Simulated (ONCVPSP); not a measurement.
## Before and after: ONCV potential for zirconium (Zr)

- Element: zirconium (Zr)
- Generator: ONCVPSP 4.0.1
- Type: optimised norm-conserving Vanderbilt (ONCV)
- Functional: LDA (Perdew-Wang 92)
- Relativity: scalar-relativistic
- Frozen core: [Ar] 3d10
- Valence charge: 12
- Reference configuration: 4s2 4p6 4d2 5s1.75 5p0.25
- Partial waves: 4s+5s: rc 2.00 bohr, ncon 4, nbas 7, qcut 7.1 1/bohr, 2 projectors; 4p+5p: rc 2.45 bohr, ncon 4, nbas 8, qcut 6.5 1/bohr, 2 projectors; 4d: rc 1.80 bohr, ncon 3, nbas 7, qcut 6.3 1/bohr, 2 projectors, debl 0.6 Ha
- Local potential: polynomial inside 1.30 bohr (lpopt 5, dvloc0 1 Ha)
- Core correction: Teter function, fcfact 2.75, rcfact 1.75

All-electron outer shells of the reference configuration (LDA (PZ), scalar-relativistic, ld1.x):

```
shell  level (eV)  outermost node (bohr)  outermost maximum (bohr)
   3p     -317.56                   0.18                      0.40
   3d     -175.27                      –                      0.35
   4s      -54.83                   0.55                      1.08
   4p      -32.82                   0.56                      1.17
   5s       -4.79                   1.47                      3.11
   4d       -4.01                   0.58                      1.61
   5p       -1.72                   1.70                      4.10
```

Change: all radii but the core radius scaled by about 0.78 (s 1.56, p 1.92, d 1.42 bohr); local potential polynomial inside 1.02 bohr (lpopt 5, dvloc0 1 Ha).

Cutoffs: the cutoffs (Ha) at which the residual kinetic energy of the hardest occupied pseudo-wave falls to 1 and 0.1 mHa per electron; they do not see the model core or the augmentation charge, which bear on the density cutoff. Errors are all-electron minus pseudo energies relative to the spin-unpolarised reference configuration.

**Question.** How do hardness, ghosts and transferability respond?

**Answer.** The potential gets harder (15 Ha and 18 Ha → 20 Ha and 23 Ha); of the 4 tests that both files solve, the error grows in 0 and shrinks in 2 by more than 15 % and 0.3 meV (median size 3.6 → 2.5 meV); neither file shows a bound ghost. A smaller radius makes the pseudo-wave follow the all-electron one further in, where it bends more sharply, so more plane waves are needed.

```csv
quantity,base,changed
"cutoff, loose",15 Ha,20 Ha
"cutoff, tight",18 Ha,23 Ha
loose cutoff by channel,"s 15 Ha, p 11 Ha, d 14 Ha","s 20 Ha, p 9.6 Ha, d 16 Ha"
bound ghosts,none,none
GHOST(+) flags under 300 eV,s at 163.0 eV,s at 117.5 eV
"error for 4s2 4p6 4d2 5s2 5p0, meV [ΔE -0.76 eV]",0.0,+0.1
"error for 4s2 4p6 4d2 5s1 5p0, meV [ΔE 6.58 eV]",-1.3,-1.1
"error for 4s2 4p6 4d2 5s0 5p0, meV [ΔE 19.82 eV]",-5.9,-3.9
"error for 4s1 4p6 4d2 5s2 5p0, meV [ΔE 59.81 eV]",-139,-31
"rms error of d²Exc/dni dnj with the model core, mHa",1.24,0.96
```
